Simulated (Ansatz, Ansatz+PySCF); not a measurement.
```xyz
12

C     1.2833    0.0000    0.0000
C     0.6417    1.1114    0.0000
C    -0.6417    1.1114    0.0000
C    -1.2833    0.0000    0.0000
C    -0.6417   -1.1114    0.0000
C     0.6417   -1.1114    0.0000
H     2.2889    0.0000    0.0000
H     1.1444    1.9823    0.0000
H    -1.1444    1.9823    0.0000
H    -2.2889    0.0000    0.0000
H    -1.1444   -1.9823    0.0000
H     1.1444   -1.9823    0.0000
```

Basis set: def2-SVP (spherical functions). Frozen core: 6 orbitals. Charge 0, multiplicity 1.

Computed with Ansatz (development build ahead of 0.2.0); each method stands on the lowest determinant of its kind that the runs found. Restricted open shells among the atoms or ions are ROHF, correlated in semicanonical orbitals with singles.

Problem. Give the atomization energy at this shape (free ground-state atoms in the same class of orbitals less the molecule, no zero-point energy) of singlet C6H6 by RHF-MP2, UHF-MP2, RHF, UHF.

Solution.

```csv
method,atomization energy
RHF-MP2,54.94 eV
UHF-MP2,54.89 eV
RHF,43.00 eV
UHF,42.34 eV
```

Caution: the shape is not the minimum.
